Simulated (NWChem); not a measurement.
System: C$_{2}$H$_{5}$ClOSi; SMILES O=CC[SiH2]Cl

```xyz
10

O      0.5591    -2.7001     0.4761
C      0.5821    -1.7528    -0.2631
C     -0.6332    -0.9911    -0.6986
Si    -0.9074     0.6080     0.2671
Cl     0.7195     1.8599    -0.0164
H      1.5514    -1.3583    -0.6637
H     -0.5548    -0.7108    -1.7625
H     -1.5292    -1.6154    -0.5428
H     -1.0369     0.3277     1.7217
H     -2.1241     1.2908    -0.2515
```
Atoms are numbered in this order, from 1.

Results from NWChem. Medium grid unless said otherwise, to which SCAN and Minnesota functionals are sensitive. Geometry: optimised at PBE0/def2-SVP. B3LYP is NWChem's, with the RPA form of VWN correlation.

Among these, which level gives the highest value of “orbital gap (eV)”?
A) PW6B95/def2-SVP
B) M06-2X/def2-SVP
C) B3LYP/def2-SVP
D) B97-2/def2-SVP

B, M06-2X/def2-SVP. Values: B3LYP/def2-SVP 6.14; B97-2/def2-SVP 6.30; PW6B95/def2-SVP 6.88; M06-2X/def2-SVP 9.29
